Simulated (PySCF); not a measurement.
SMILES O=CCCc1ccco1 (C7H8O2), singlet, GFN2-xTB optimised geometry.

```
17

O     -1.29    -1.45     3.60
C     -1.24    -1.95     2.52
C     -2.21    -1.71     1.40
C     -1.50    -1.66     0.04
C     -0.51    -0.54     0.00
C      0.85    -0.54     0.00
C      1.25     0.82     0.00
C      0.10     1.54     0.00
O     -0.97     0.73     0.00
H     -0.45    -2.68     2.26
H     -2.76    -0.78     1.58
H     -2.93    -2.53     1.40
H     -2.25    -1.51    -0.74
H     -0.98    -2.60    -0.15
H      1.49    -1.40     0.00
H      2.25     1.20     0.00
H     -0.09     2.60     0.01
```

Density from PySCF with CAM-B3LYP/def2-SVP at that geometry.

Minimum of the electron density along straight lines between bonded atoms, close to the bond critical point (lines longer than 1.1 times the sum of covalent radii, or with two minima, are not listed):

```
bond    length / Å  ρ at the minimum / e bohr⁻³  ∇²ρ there / e bohr⁻⁵  position (fraction from the first atom)
------  ----------  ---------------------------  --------------------  ---------------------------------------
O1–C2        1.197                        0.420                  0.55                                     0.67
C2–C3        1.502                        0.264                 -0.66                                     0.51
C3–C4        1.535                        0.240                 -0.54                                     0.50
C4–C5        1.492                        0.263                 -0.65                                     0.48
C5–C6        1.363                        0.327                 -0.84                                     0.52
C6–C7        1.417                        0.293                 -0.71                                     0.50
C7–C8        1.358                        0.330                 -0.85                                     0.48
C5–O9        1.350                        0.286                  0.00                                     0.33
C8–O9        1.344                        0.289                  0.06                                     0.33
C2–H10       1.109                        0.276                 -1.04                                     0.64
C3–H11       1.091                        0.278                 -1.05                                     0.64
C3–H12       1.094                        0.272                 -0.99                                     0.63
C4–H13       1.092                        0.277                 -1.03                                     0.63
C4–H14       1.091                        0.278                 -1.03                                     0.63
C6–H15       1.071                        0.285                 -1.11                                     0.64
C7–H16       1.070                        0.286                 -1.12                                     0.64
C8–H17       1.072                        0.291                 -1.19                                     0.65
```
